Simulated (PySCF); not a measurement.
The scaffold ethynyl-X carries different groups X. Isolated molecules, 0 K electronic values unless said otherwise. One relaxed conformer stands for each flexible species; it need not be the lowest. Strings in code marks are SMILES.

Computed with ωB97X-D3(BJ)/def2-TZVP // B3LYP-D3(BJ)/def2-TZVP in PySCF. All candidates: neutral, multiplicity 1. 

- HOMO–LUMO gap: 11.38 eV
- dipole moment: 1.65 D
- HOMO: -9.75 eV

Q: Which member has these values?
A. `C#CO[SiH3]`
B. `BC#C`
C. `C#CS`
D. `C#CC#C`

A: A, `C#CO[SiH3]`. The others give `C#CC#C`: 11.26 eV, 0.00 D, -9.98 eV; `C#CS`: 11.16 eV, 0.88 D, -9.32 eV; `BC#C`: 10.28 eV, 0.91 D, -10.52 eV
